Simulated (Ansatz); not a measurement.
ClGeH$_{6}$NSi, SMILES `N[SiH2][GeH2][Cl]` at its PBE0-D4/def2-TZVP geometry, where that method's forces vanish. Total charge 0; spin multiplicity 1.

```xyz
10

N    -0.0802   -1.4479    1.1804
Si   -0.4046    0.2165    0.9094
Ge    0.1334    0.9036   -1.3217
Cl    2.1058    0.0203   -1.6342
H    -0.7602   -2.1301    0.8836
H     0.8553   -1.7888    1.0163
H     0.4330    1.0467    1.8122
H    -1.8477    0.4581    1.1708
H    -0.7481    0.3104   -2.4372
H     0.3133    2.4111   -1.5795
```

(1) What forces (eV/Å) does B3LYP-D4/def2-TZVPP give on these atoms in Ansatz? (An estimate is asked.)

Answers

(1) The calculation gave: 
```
N1   0.022 -0.063 -0.018
Si2 -0.094  0.169  0.156
Ge3 -0.242  0.133 -0.014
Cl4  0.295 -0.128 -0.053
H5   0.010 -0.029  0.013
H6  -0.005 -0.033  0.011
H7  -0.053 -0.053 -0.053
H8   0.087 -0.017 -0.010
H9  -0.014  0.002 -0.018
H10 -0.006  0.019 -0.013
```

B3LYP here is the variant with VWN-RPA as its local correlation; programs differ in this.
